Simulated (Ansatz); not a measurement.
A structure relaxed at PBE0-D4/def2-TZVP, charge 0, multiplicity 1:

```xyz
8

N     0.426    1.439   -0.497
C     0.355    0.381    0.204
O     1.112    0.298    1.318
Al   -0.801   -1.177   -0.221
H    -0.185    1.391   -1.309
H     1.611    1.130    1.380
H    -1.651   -0.982   -1.544
H    -0.867   -2.481    0.670
```

(1) Give its formula and SMILES.

(2) Point group (tolerance 0.08 Å, 0.16 Å for H)?

(3) Summarise the bond lengths by kind.

Answers

(1) CH4AlNO, `N=[C](O)[AlH2]`.

(2) Cs.

(3) 1 × C–N 1.271 Å; 1 × H–N 1.016 Å; 1 × C–O 1.350 Å; 1 × Al–C 1.987 Å; 1 × H–O 0.972 Å; 2 × Al–H 1.581 to 1.585 Å.

All numbers were calculated with Ansatz.
